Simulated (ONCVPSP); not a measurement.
What one change does to a pseudopotential (Pd (Z = 46), ONCV)

ONCVPSP 4.0.1 input, shortened (lines: element, Z, core and valence counts, functional; n l f; lmax; l rc ep ncon nbas qcut; lloc lpopt rc5 dvloc0; l nproj debl; icmod fcfact rcfact), revPBE, scalar-relativistic:

```
  Pd 46.00    6    3  -102130      upf
    1    0    2.00
    2    0    2.00
    2    1    6.00
    3    0    2.00
    3    1    6.00
    3    2   10.00
    4    0    2.00
    4    1    6.00
    4    2   10.00
    2
    0    1.60    0.00    5    8    6.90
    1    1.65    0.00    4    8    8.00
    2    1.60    0.00    4    9   10.60
    4    5    1.45   -1.00
    0    2    0.50
    1    2    1.70
    2    2    2.30
    3    4.25    1.50
```

In the s channel the program set the typed energies aside and used -3.132, 0.250 Ha. In the p channel the program set the typed energies aside and used -1.878, 0.250 Ha.

Change: local potential polynomial inside 1.45 bohr (lpopt 5, dvloc0 6 Ha).

Cutoffs: the cutoffs (Ha) at which the residual kinetic energy of the hardest occupied pseudo-wave falls to 1 and 0.1 mHa per electron; they do not see the model core or the augmentation charge, which bear on the density cutoff. Errors are all-electron minus pseudo energies relative to the spin-unpolarised reference configuration.

Question: What does the change do?

Answer: The potential gets neither clearly harder nor softer (31 Ha and 57 Ha → 31 Ha and 57 Ha); of the 3 tests that both files solve, the error grows in 2 and shrinks in 0 by more than 15 % and 0.3 meV (median size 0.3 → 0.4 meV); neither file shows a bound ghost.

| quantity | base | changed |
| --- | --- | --- |
| cutoff, loose | 31 Ha | 31 Ha |
| cutoff, tight | 57 Ha | 57 Ha |
| bound ghosts | none | none |
| GHOST(+) flags under 300 eV | none | none |
| tests with a reliable result | 3 of 4 | 3 of 4 |
| error for 4s2 4p6 4d9, meV [ΔE 9.02 eV] | -0.1 | -0.4 |
| error for 4s2 4p6 4d8, meV [ΔE 29.75 eV] | -1.6 | -2.5 |
| error for 4s2 4p6 4d9 5s1, meV [ΔE 1.54 eV] | +0.3 | 0.0 |
| s: phases at 1.63 bohr within 0.05 rad from the reference energy up to (Ha; the scan ends near 5) | to the end of the scan | to the end of the scan |
| p: phases at 1.68 bohr within 0.05 rad from the reference energy up to (Ha; the scan ends near 5) | to the end of the scan | to the end of the scan |
| d: phases at 1.63 bohr within 0.05 rad from the reference energy up to (Ha; the scan ends near 5) | to the end of the scan | to the end of the scan |
| rms error of d²Exc/dni dnj with the model core, mHa | 3.23 | 3.23 |
